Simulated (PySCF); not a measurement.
Correlation energy of Li⁺ (lithium, charge +1)

1s2, closed-shell 1S. All numbers are calculated (PySCF 2.14, the spin-free X2C one-electron Hamiltonian (Gaussian nucleus), in x2c-TZVPall). Frozen: nothing; 2 electrons correlated.

Total MP2 correlation energy: -30.02 mhartree.

Same-spin part 0.00 and opposite-spin part -30.02 mhartree; SCS-MP2 scales them by 1/3 and 6/5 to -36.02 mhartree.

With two correlated electrons CCSD is exact within the correlated space (frozen core and kept virtual orbitals).

```tsv
level	correlation energy (mhartree)
CCSD	-34.31
```

Diagnostics: T1 = 0.00068, D1 = 0.0010, largest double amplitude 0.026.

Cost of the coupled-cluster step: 0.05 s of wall time on 1 thread of Neoverse-N1 (shared host), for 2 correlated electrons.

Iterations:

```
CC2 = 0
CCSD nocc = 1, nmo = 14
frozen orbitals []
max_cycle = 100
direct = 0
conv_tol = 1e-08
conv_tol_normt = 1e-06
diis_space = 8
diis_start_cycle = 0
Init t2, MP2 energy = -7.26701534170823  E_corr(MP2) -0.030019056905346
Init E_corr(CCSD) = -0.0300190569053462
cycle = 1  E_corr(CCSD) = -0.0337224666572934  dE = -0.00370340975  norm(t1,t2) = 0.00561371
cycle = 2  E_corr(CCSD) = -0.0342241974256581  dE = -0.000501730768  norm(t1,t2) = 0.000900145
cycle = 3  E_corr(CCSD) = -0.034313350561103  dE = -8.91531354e-05  norm(t1,t2) = 0.000174457
cycle = 4  E_corr(CCSD) = -0.0343111019545004  dE = 2.2486066e-06  norm(t1,t2) = 1.39514e-05
cycle = 5  E_corr(CCSD) = -0.0343110874876326  dE = 1.44668679e-08  norm(t1,t2) = 4.5559e-07
cycle = 6  E_corr(CCSD) = -0.0343110933086358  dE = -5.82100326e-09  norm(t1,t2) = 8.21532e-08
CCSD converged
E(CCSD) = -7.271307378111516  E_corr = -0.03431109330863585
```
